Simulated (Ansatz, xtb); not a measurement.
## A geometry optimisation of C2H5AlGa with r2SCAN-D4/def2-SVP

The starting geometry of this gas-phase doublet was built from a drawn formula by distance geometry; its bonds are those of `[H]/[C]=[C](\[AlH2])[GaH2]`.

```json
{"atom": "C", "x (Å)": "-0.8955", "y (Å)": "0.1678", "z (Å)": "1.2352"}
{"atom": "C", "x (Å)": "0.3035", "y (Å)": "0.1058", "z (Å)": "0.6186"}
{"atom": "Al", "x (Å)": "1.9965", "y (Å)": "0.0429", "z (Å)": "1.5647"}
{"atom": "Ga", "x (Å)": "0.3009", "y (Å)": "0.0536", "z (Å)": "-1.4674"}
{"atom": "H", "x (Å)": "-0.9993", "y (Å)": "0.2037", "z (Å)": "2.3559"}
{"atom": "H", "x (Å)": "3.0809", "y (Å)": "-1.0377", "z (Å)": "1.1258"}
{"atom": "H", "x (Å)": "2.5872", "y (Å)": "1.4497", "z (Å)": "2.2155"}
{"atom": "H", "x (Å)": "0.7384", "y (Å)": "1.3313", "z (Å)": "-2.0117"}
{"atom": "H", "x (Å)": "0.5811", "y (Å)": "-1.2490", "z (Å)": "-1.9953"}
```

**Question.** Where would you expect an optimisation with r2SCAN-D4/def2-SVP to take it?

**Answer.** A new bond forms, giving a structure given below by its coordinates. Distances that change by over a tenth: C2–Al3 (1.94 → 2.16 Å). Contacts that close: C1–Al3 (2.91 → 2.07 Å).

The energy falls by 1.71 eV over 27 steps:

| step | E − E(last) (eV) |
| --- | --- |
| 1 | 1.709 |
| 4 | 0.897 |
| 7 | 0.786 |
| 10 | 0.742 |
| 13 | 0.627 |
| 15 | 0.457 |
| 18 | 0.087 |
| 21 | 0.016 |
| 24 | 0.001 |
| 27 | 0.000 |

Final geometry (Å):

```xyz
9

C    -0.2058    0.0491    1.6910
C    -0.0606    0.0792    0.4266
Al    1.8504    0.1403    1.4334
Ga    0.5075    0.1398   -1.4160
H    -0.9003    0.0029    2.5301
H     2.6218   -1.2397    1.5168
H     2.5045    1.5760    1.5652
H     0.6265    1.5591   -2.0254
H     0.7498   -1.2386   -2.0802
```

From the same start GFN2-xTB ends elsewhere, differing in C1–Al3 (3.24 against 2.07 Å here), Al3–Ga4 (2.69 against 3.15 Å here), Al3–H8 (1.64 against 3.93 Å here), Ga4–H8 (2.54 against 1.55 Å here).

No frequencies were run, so the end isn't proven a minimum. Open shells are spin-unrestricted. Run with Ansatz 0.2.0, 3 min on 2 threads of Intel(R) Xeon(R) Platinum 8488C (Sapphire Rapids) (shared host).
